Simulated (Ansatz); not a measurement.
Total energies of `C=CN(C)[SiH2]Cl`.

| atom | x (Å) | y (Å) | z (Å) |
| --- | --- | --- | --- |
| C1 | 1.5722 | -0.5275 | -1.4309 |
| C2 | 0.4814 | 0.1616 | -1.0948 |
| N3 | -0.1120 | 0.2132 | 0.1558 |
| C4 | 0.4954 | -0.5679 | 1.2114 |
| Si5 | -1.6577 | 0.9214 | 0.3835 |
| Cl6 | -3.2050 | -0.4339 | 0.2262 |
| H7 | 2.1112 | -1.1569 | -0.7354 |
| H8 | 1.9487 | -0.4637 | -2.4420 |
| H9 | -0.0207 | 0.7704 | -1.8419 |
| H10 | -0.0439 | -0.4112 | 2.1468 |
| H11 | 0.4791 | -1.6382 | 0.9783 |
| H12 | 1.5366 | -0.2643 | 1.3591 |
| H13 | -1.7312 | 1.4621 | 1.7571 |
| H14 | -1.8542 | 1.9350 | -0.6735 |

The species carries charge 0 and has multiplicity 1. All single points use the PBE0-D4/def2-TZVP geometry. It is one conformer, not always the lowest. Basis def2-TZVPP, Ansatz.

RPA on PBE orbitals: Hartree–Fock energy of these orbitals -921.21821 Eh, correlation -1.70486 Eh (frozen core).

```
functional  energy without D4 (Eh)  D4 term (kJ/mol)
    r2SCAN              -923.55740              -9.1
    B97M-V              -923.52068                 –
      PBE0              -923.23329             -29.9
   r2SCANh              -923.54704              -9.7
     BHLYP              -923.61217             -42.1
 CAM-B3LYP              -923.64583             -30.4
   LC-ωPBE              -923.38785                 –
   ωB97X-V              -923.55431                 –
   ωB97M-V              -923.59090                 –
    B2PLYP              -923.31379                 –
```

**Question.** Give the same for LDA (SPW92), PBE, revPBE, BLYP, B3LYP, r2SCAN0, HSE06 (plane-wave form), PBE-QIDH. (Best estimate.)

**Answer.** Ansatz gave: 
```json
{"functional": "LDA (SPW92)", "energy without D4 (Eh)": "-919.50356", "D4 term (kJ/mol)": "–"}
{"functional": "PBE", "energy without D4 (Eh)": "-923.14501", "D4 term (kJ/mol)": "-35.1"}
{"functional": "revPBE", "energy without D4 (Eh)": "-923.51349", "D4 term (kJ/mol)": "-107.1"}
{"functional": "BLYP", "energy without D4 (Eh)": "-923.62622", "D4 term (kJ/mol)": "-76.5"}
{"functional": "B3LYP", "energy without D4 (Eh)": "-923.76134", "D4 term (kJ/mol)": "-56.1"}
{"functional": "r2SCAN0", "energy without D4 (Eh)": "-923.53284", "D4 term (kJ/mol)": "-10.7"}
{"functional": "HSE06 (plane-wave form)", "energy without D4 (Eh)": "-923.20889", "D4 term (kJ/mol)": "-27.9"}
{"functional": "PBE-QIDH", "energy without D4 (Eh)": "-923.04254", "D4 term (kJ/mol)": "–"}
```

B3LYP takes the VWN-RPA correlation (the form of Gaussian; ORCA's B3LYP/G). HSE06 is the plane-wave form, built on full-range PBE exchange. The double hybrids freeze the cores in their second-order part.

LC-ωPBE has ω = 0.4 bohr⁻¹.
